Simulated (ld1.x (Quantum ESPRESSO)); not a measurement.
# Varying the TM potential for titanium

Base potential:

```
Element                 : titanium
Generator               : ld1.x (Quantum ESPRESSO) 7.5
Type                    : norm-conserving Troullier–Martins (Kleinman–Bylander form)
Functional              : PBEsol
Relativity              : scalar-relativistic
Frozen core             : [Ne] 3s2
Valence charge          : 10
Reference configuration : 3p6 3d2 4s2 4p0
Partial waves           : 4s (bound): rc 2.05 bohr; 3d (bound): rc 1.60 bohr; 3p (bound): rc 1.45 bohr
Local potential         : the p channel
Core correction         : none
```

All-electron outer shells of the reference configuration (PBEsol, scalar-relativistic, ld1.x):

```csv
shell,level (eV),outermost node (bohr),outermost maximum (bohr)
2p,-443.92,–,0.22
3s,-62.45,0.40,0.87
3p,-38.77,0.37,0.90
4s,-4.48,1.24,2.92
3d,-4.27,–,0.98
4p,-1.45,1.39,3.80
```

Cutoffs, loose and tight: the cutoffs (Ry, on a coarse ladder) from which the occupation-weighted sum of valence levels, in a spherical-Bessel basis at the reference potential, stays within 10 and 1 mRy of its value at 400 Ry. They do not see the model core or the augmentation charge, which bear on the density cutoff. Test errors are all-electron minus pseudo excitation energies from the reference, over the configurations 3p6 3d2 4s1 4p0; 3p6 3d2 4s0 4p0; 3p6 3d1 4s0 4p0; 3p6 3d1 4s2 4p0; 3p6 3d2 4s0 4p1; 3p6 3d3 4s0 4p0; 3p6 3d1 4s2 4p1. A dash means not determined; rows that change the core or the reference have their own tests.

A true bound ghost makes a file unfit for plane-wave use even where its test errors are small: the radial tests pick states by their node count and pass the ghost by.

| change | outcome | cutoff, loose | cutoff, tight | bound ghosts | largest test error (meV) |
| --- | --- | --- | --- | --- | --- |
| base | generated | 70 Ry | 90 Ry | s | +90 |
| wave 3d (bound): rc 1.60 bohr becomes 3d (bound): rc 1.92 bohr | generated | 55 Ry | 80 Ry | s | +117 |
| reference 3p6 3d2 4s1.5 4p0.5 | generated | 80 Ry | 90 Ry | s | +189 |
| core [Ar], valence charge 4; reference 3d2 4s1.5 4p0; waves now 4s (bound): rc 2.75 bohr; 3d (bound): rc 1.25 bohr; 4p (bound): rc 3.65 bohr; core correction a·sin(br)/r model core inside 0.95 bohr | generated | 100 Ry | 120 Ry | s | -696 |
| local potential the s channel | generated | 80 Ry | 90 Ry | none | -788 |
| type RRKJ; rho0 0.005 | failed: compute_chi: n is too large | – | – | – | – |
| wave 3p (bound): rc 1.45 bohr becomes 3p (bound): rc 1.26 bohr | generated | 80 Ry | 90 Ry | s | +88 |
| wave 4s (bound): rc 2.05 bohr becomes 4s (bound): rc 1.62 bohr | generated | 90 Ry | 100 Ry | s | +122 |
| core correction a·sin(br)/r model core inside 0.90 bohr | generated | 70 Ry | 90 Ry | s | -59 |
| all radii scaled by about 0.81 (s 1.66, p 1.18, d 1.30 bohr) | generated | 100 Ry | 140 Ry | s | -106 |
